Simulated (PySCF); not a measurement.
HfO2, SMILES [O]=[Hf]=[O], multiplicity 1.

The structure is a stationary point at PBE-D3(BJ)/def2-TZVP. The spin state was assumed, not searched. The isomer is the one that the SMILES or the coordinates give; other isomers of the formula were not compared. The def2 effective core potentials stand for the cores of Hf; spin–orbit coupling is left out.

Computed with TDA-B3LYP/def2-TZVPD (PySCF).

Vertical excitations.  State labels are in the subgroup C2v.

Computed excitation energies, oscillator strengths and character:
```
state  symmetry  energy (eV)  λ (nm)      f                              main pairs
-----  --------  -----------  ------  -----  --------------------------------------
S1           B2         1.57     788  0.003                          HOMO→LUMO 99 %
S2           A1         2.67     464  0.017                        HOMO−1→LUMO 96 %
S3           B1         2.71     458  0.008                       HOMO−2→LUMO 100 %
S4           A2         2.97     417  0.000                        HOMO−3→LUMO 99 %
S5           B2         3.22     385  0.016                        HOMO−4→LUMO 97 %
S6           A2         3.37     368  0.000                        HOMO→LUMO+1 99 %
S7           B2         3.48     356  0.003                        HOMO→LUMO+2 98 %
S8           A1         3.52     352  0.005                        HOMO−5→LUMO 98 %
S9           B1         4.37     284  0.005                      HOMO−1→LUMO+1 98 %
S10          A1         4.49     276  0.011  HOMO−2→LUMO+1 60 %, HOMO−1→LUMO+2 37 %
T1           B2         1.50     829      0                         HOMO→LUMO 100 %
T2           A1         2.39     518      0                        HOMO−1→LUMO 99 %
T3           B1         2.52     491      0                        HOMO−2→LUMO 99 %
T4           A2         2.80     443      0                        HOMO−3→LUMO 98 %
```
Triplets are in the Tamm–Dancoff approximation.
